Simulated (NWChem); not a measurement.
Species: C2H5AlClN; SMILES C=[CH][Al]([Cl])[NH2]

```xyz
10

Al     0.2142    -0.0514    -0.0009
Cl    -0.5668    -2.0139     0.0006
C     -0.9778     1.4766    -0.0025
C     -0.5429     2.7460     0.0024
H     -2.0669     1.3294    -0.0071
H     -1.2265     3.6049     0.0017
H      0.5239     3.0036     0.0075
N      1.9725     0.1011    -0.0003
H      2.6121    -0.6855     0.0014
H      2.4929     0.9707    -0.0020
```
Atoms are numbered in this order, from 1.

Level: PBE0/def2-SVP (NWChem), optimised geometry, unscaled harmonic frequencies. 

Problem. List the harmonic frequencies with IR intensities, and the thermochemistry.

Solution. 
| frequency (cm⁻¹) | IR intensity (km/mol) |
|---|---|
| 19 | 0.2 |
| 107 | 2.1 |
| 172 | 5.4 |
| 208 | 8.6 |
| 277 | 2.7 |
| 341 | 5.4 |
| 420 | 198.3 |
| 464 | 26.6 |
| 487 | 35.4 |
| 622 | 0.3 |
| 696 | 230.8 |
| 861 | 103.4 |
| 998 | 15.9 |
| 998 | 32.0 |
| 1062 | 11.2 |
| 1266 | 1.5 |
| 1423 | 15.8 |
| 1526 | 63.7 |
| 1668 | 20.9 |
| 3122 | 20.4 |
| 3150 | 2.5 |
| 3211 | 12.1 |
| 3622 | 36.4 |
| 3715 | 33.7 |

```yaml
zero_point_energy: 43.5 kcal/mol
thermal correction to the enthalpy at 298.15 K (with zero-point energy): 48.9 kcal/mol
heat capacity Cv: 24.8 cal/(mol K)
entropy at 298.15 K and 1 atm (symmetry number 1): 88.4 cal/(mol K)
dipole_moment: 2.58 D
```

Rigid rotor and harmonic oscillator; modes under 100 cm⁻¹ make the entropy uncertain.
